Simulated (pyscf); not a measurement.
Elementary routes open to [H₃C–Ga–OH]• in the gas phase (doublet surface):
A. •H₂C–GaH–OH (C–H broken; Ga–H formed)
B. H₃C–GaH–O• (H–O broken; Ga–H formed)

Optimised with ωB97X-D3(BJ)/def2-SVP in PySCF. Correlated levels are frozen-core, on RHF or UHF. ΔMP2 is the change of the MP2 total energy from the triple- to the quadruple-zeta basis.

### Question
Rank the routes by free-energy barrier at 900 K, lowest first, for CCSD(T)/def2-TZVPP + ΔMP2(QZVPP) energies (ideal gas, 1 atm, RRHO with modes under 100 cm⁻¹ raised to 100, one conformer, R ln 2 for chiral ones without a mode under 150 cm⁻¹).

### Answer
B (2.37 eV), A (2.69 eV)

Route B is the fastest of these, ahead of the next by 0.32 eV. The most stable products are those of A (ΔG = +0.87 eV), whose barrier is 0.32 eV higher: the kinetic and the thermodynamic product differ. At 298 K B is still the fastest. Only these routes are compared; each barrier is that of the saddle found, and lower ones may exist. The CCSD(T) − MP2 part came from Ansatz, without density fitting, on the same reference. A UHF reference is spin-contaminated (<S²> up to 0.90), which harms MP2 most. The frozen core leaves the outer d or s,p core shells of the metals and heavy elements correlated in the MP2 and CC values, and def2-TZVPP describes them poorly, which can shift differences by a few kcal/mol. Elements up to Kr have no core potential and no relativistic terms here.
